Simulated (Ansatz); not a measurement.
Calculated with Ansatz (gas phase, PBE0-D4/def2-TZVP geometries, no zero-point term in ΔE). CCSD(T)/CBS is the MP2 limit (def2-TZVPP, def2-QZVPP) plus CCSD(T) − MP2 in def2-TZVPP, frozen cores. This one scheme is used for every species. DFT in def2-TZVPP. One conformer a species, not always the lowest.

Reaction (ligand exchange at the Al–N bond): `[SiH3][N]([SiH3])[AlH][Cl]` + CH₃SH → `C[S][AlH][Cl]` + `[SiH3]N[SiH3]`

Task: Is it downhill or uphill in electronic energy at CCSD(T)/CBS, and by how much? (An estimate is asked.)

Result: The calculation gave: Nearly level: ΔE = -0.02 eV.

Task: What do these levels give: BLYP-D4, r2SCAN-D4, B97M-V, PBE0-D4, r2SCANh-D4, ωB97M-V, r2SCAN, PBE0, MP2/def2-TZVPP, CCSD(T)/def2-TZVPP, HF/def2-QZVPP, CCSD/CBS(def2)? (An estimate is asked.)

Result: Ansatz gave: BLYP-D4 -0.02, r2SCAN-D4 -0.05, B97M-V -0.07, PBE0-D4 -0.08, r2SCANh-D4 -0.05, ωB97M-V -0.01, r2SCAN -0.06, PBE0 -0.13, MP2/def2-TZVPP 0.01, CCSD(T)/def2-TZVPP 0.02, HF/def2-QZVPP -0.07, CCSD/CBS(def2) -0.02 eV.

Largest T1 diagnostic among the species: 0.011.

Leaving LDA and LC-ωPBE aside and taking each functional with its dispersion term where it has one, the values, not all of them listed here, spread over 0.09 eV, from PBE-D4 to BHLYP-D4. LDA lies +0.08 eV from PBE without D4. From BLYP to BHLYP (50 % exact exchange), in def2-TZVPP and without D4, ΔE moves by +0.05 eV.
